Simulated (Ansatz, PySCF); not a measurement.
Ga(Cl)(SH)2 (ClGaH2S2), SMILES [SH][Ga]([SH])[Cl]. Atoms are numbered in the order given.

```xyz
6

Ga     0.0030     0.0030     0.0028
Cl    -1.8595    -1.0073    -0.2905
S      0.0940     2.1075    -0.6024
H      1.3856     2.2543    -0.2320
S      1.6364    -1.1662     0.8796
H      2.5124    -0.1372     0.8506
```

The structure is a stationary point at PBE0-D3(BJ)/def2-SVP. One conformer was computed; it need not be the lowest.

Two levels are set side by side: PBE-D3(BJ)/def2-SVP (Ansatz, a first-principles code) and PBE0-D3(BJ)/def2-SVP (Ansatz). Each level has its own optimised geometry; the coordinates shown are those of the second. Frequencies come from the Hessian of PySCF at each geometry. Differences are taken from unrounded values.

```json
[
 {"quantity": "mean bond length (Å)", "PBE0-D3(BJ)": "1.845", "PBE-D3(BJ)": "1.861", "PBE-D3(BJ) minus PBE0-D3(BJ)": "0.016"},
 {"quantity": "bond Ga1–Cl2 (Å)", "PBE0-D3(BJ)": "2.139", "PBE-D3(BJ)": "2.157", "PBE-D3(BJ) minus PBE0-D3(BJ)": "0.017"},
 {"quantity": "bond Ga1–S3 (Å)", "PBE0-D3(BJ)": "2.192", "PBE-D3(BJ)": "2.211", "PBE-D3(BJ) minus PBE0-D3(BJ)": "0.019"},
 {"quantity": "bond Ga1–S5 (Å)", "PBE0-D3(BJ)": "2.192", "PBE-D3(BJ)": "2.211", "PBE-D3(BJ) minus PBE0-D3(BJ)": "0.019"},
 {"quantity": "bond S3–H4 (Å)", "PBE0-D3(BJ)": "1.352", "PBE-D3(BJ)": "1.364", "PBE-D3(BJ) minus PBE0-D3(BJ)": "0.012"},
 {"quantity": "bond S5–H6 (Å)", "PBE0-D3(BJ)": "1.352", "PBE-D3(BJ)": "1.364", "PBE-D3(BJ) minus PBE0-D3(BJ)": "0.012"},
 {"quantity": "highest harmonic wavenumber (cm⁻¹)", "PBE0-D3(BJ)": "2717", "PBE-D3(BJ)": "2616", "PBE-D3(BJ) minus PBE0-D3(BJ)": "-101"},
 {"quantity": "mean harmonic wavenumber (cm⁻¹)", "PBE0-D3(BJ)": "743", "PBE-D3(BJ)": "715", "PBE-D3(BJ) minus PBE0-D3(BJ)": "-29"},
 {"quantity": "zero-point energy (kcal/mol)", "PBE0-D3(BJ)": "12.75", "PBE-D3(BJ)": "12.26", "PBE-D3(BJ) minus PBE0-D3(BJ)": "-0.49"}
]
```

GGA bonds tend to be longer and softer than those of functionals with exact exchange. Differences between two approximate levels are no errors against the true value.
